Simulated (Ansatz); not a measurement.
Predict a relaxed structure of Be2I5⁻ (the lowest singlet isomer of a short search), charge -1, singlet, at r2SCAN-D4/def2-SVPD (Ansatz).


| atom | x (Å) | y (Å) | z (Å) |
| --- | --- | --- | --- |
| Be1 | 1.141 | -0.333 | -0.411 |
| Be2 | -1.141 | 0.333 | 0.411 |
| I3 | 0.089 | -1.567 | 1.516 |
| I4 | -3.234 | 0.944 | 1.166 |
| I5 | 0.747 | 2.000 | 0.453 |
| I6 | -0.836 | -0.433 | -1.968 |
| I7 | 3.234 | -0.943 | -1.166 |
Point group D3h (tolerance 0.1 Å). This is one stationary point.

In the def2 sets I takes a core potential; there is no spin–orbit coupling. The structure comes from a short search, and lower isomers may exist.
